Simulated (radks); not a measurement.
Spherical quantum dot in the effective-mass picture: electrons in a parabolic well V = omega^2 r^2 / 2 with omega = 4.79, all in effective atomic units (hartree* = m*/eps^2 hartree, bohr* = eps/m* bohr), one dielectric constant everywhere. Method: non-relativistic Kohn-Sham, r2SCAN, spin-polarised, spherical densities, generalised Kohn-Sham scheme; computed with a radial shooting solver with Libxc functionals. Levels are named by radial order and angular momentum (1s, 1p, 1d, 2s, ...), and open shells are averaged over m.

N = 6, configuration 1s2 1p(up 3, down 1). This is the lowest configuration that the search found. Occupied and some empty levels:

level    occupation  eigenvalue (hartree*)  <r> (bohr*)
1s up             1                 14.311       0.5697
1s down           1                 14.527       0.5658
1p up             3                 18.360       0.7364
1p down           1                 18.656       0.7378
1d up             0                 22.674       0.8669
1d down           0                 22.978       0.8708
2s up             0                 23.057       0.7974
2s down           0                 23.256       0.8004
1f up             0                 27.164       0.9784
1f down           0                 27.447       0.9853

Energy (hartree*): total 80.9598, kinetic 26.954, external 36.031, Hartree 23.709, exchange-correlation -5.7336.

Electron density:

r (bohr*)  n(r) (e/bohr*^3)
0.0653                2.699
0.138                 2.769
0.211                 2.855
0.283                 2.910
0.356                 2.890
0.429                 2.766
0.502                 2.530
0.574                 2.201
0.647                 1.815
0.720                 1.415
0.792                 1.044
0.865                0.7267
0.938                0.4773
1.01                 0.2953
1.08                 0.1737
1.16                0.09573
1.23                0.04978
1.30                0.02444
1.37                0.01146
1.45               0.005023
